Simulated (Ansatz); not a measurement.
`C=C([BH][AlH2])OC` + H–F → `F[BH][AlH2]` + `C=COC`  (ligand exchange at a B–C bond)

Isolated molecules relaxed with PBE0-D4/def2-TZVP in Ansatz; ΔE leaves out vibrations. CBS: MP2 limit from def2 TZ/QZ plus the TZ coupled-cluster correction, frozen cores. This one scheme is used for every species. Functionals use def2-TZVPP. B3LYP here is the variant with VWN-RPA as its local correlation; programs differ in this. One conformer a species, not always the lowest.

| level | ΔE (kJ/mol) | difference from CCSD(T)/CBS |
| --- | --- | --- |
| PBE-D4 | -106.3 | 5.0 |
| PBE0-D4 | -109.4 | 1.9 |
| B3LYP-D4 | -119.4 | -8.1 |
| B2PLYP | -125.5 | -14.2 |
| PBE | -113.9 | -2.6 |
| r2SCAN | -117.1 | -5.8 |
| PBE0 | -116.3 | -5.0 |
| B3LYP | -131.4 | -20.1 |
| MP2/def2-TZVPP | -111.2 | 0.1 |
| CCSD/def2-TZVPP | -121.7 | -10.4 |
| HF/def2-QZVPP | -150.7 | -39.4 |
| MP2/def2-QZVPP | -109.2 | 2.1 |
| SCS-MP2/def2-QZVPP | -118.5 | -7.2 |
| HF/CBS(def2) | -150.8 | -39.5 |
| MP2/CBS(def2) | -107.5 | 3.8 |
| CCSD/CBS(def2) | -118.0 | -6.7 |
| CCSD(T)/CBS | -111.3 | 0 |

Largest T1 diagnostic among the species: 0.014.

The D4 term adds +12.1 kJ/mol with B3LYP and +6.9 kJ/mol with PBE0; it sums over pairs of atoms, weighted by their polarisabilities, and B3LYP, whose exchange is more repulsive, gets the larger term. In def2-TZVPP, CCSD(T) changes the Hartree–Fock value by +35.4 kJ/mol (the triples alone add +6.7 kJ/mol) and MP2 by +39.2 kJ/mol.
